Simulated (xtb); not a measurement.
H2Cl2Si, singlet, geometry from GFN2-xTB.

xtb was given this input:
```
$ xtb mol.xyz --gfn 1 --etemp 5000 --json

# file mol.xyz
5

Si    -0.02936543    -0.75380550     0.03346055
Cl     1.65605635     0.34030246     0.02683298
Cl    -1.62471822     0.46414191    -0.06254134
H     -0.09164621    -1.50633088     1.27695919
H     -0.02998600    -1.61594636    -1.13836493
```

### Question
Predict the dipole moment from GFN1-xTB (xtb).

### Answer
1.18 D

### Question
What HOMO-LUMO gap does GFN1-xTB give?

### Answer
7.48 eV
